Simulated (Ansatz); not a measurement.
The cluster AgF2⁻. Total charge -1; triplet. Geometry PBE-D4/def2-TZVP, that of the neutral doublet; atoms count from 1.

Cartesian coordinates in Å:
```
Ag 0.000 0.000 0.000
F -0.618 -0.486 -1.772
F 0.618 0.486 1.772
```

In the def2 sets Ag takes a core potential; there is no spin–orbit coupling. The highest occupied level of the charge -1 triplet lies above zero (up to 1.39 eV). By energy differences its removal costs 0.25 eV (vertical, to the charge 0 doublet, at PBE0-D4/def2-TZVPD); a positive level beside a positive removal energy at the same level points to self-interaction error. At PBE0-D4/def2-TZVPD a singlet of charge -1 lies 4.07 eV below the triplet at the same geometry. The structure comes from a short search, and lower isomers may exist.

Estimate the Mulliken populations from the PBE0/def2-TZVPD orbitals of Ansatz.


```csv
atom,charge (e),spin (α − β),d electrons
Ag1,-0.21,2.29,9.38
F2,-0.39,-0.14,–
F3,-0.39,-0.14,–
```
Mulliken values and Mayer orders depend strongly on the basis. With diffuse functions, as here, like atoms can get unlike values, and bond orders can come out too low or too high.

Where does the spin sit?

Summed by element: Ag 2.29, F -0.29, of 2 unpaired in all. Largest on single atoms: Ag1 2.29, F2 -0.14, F3 -0.14.
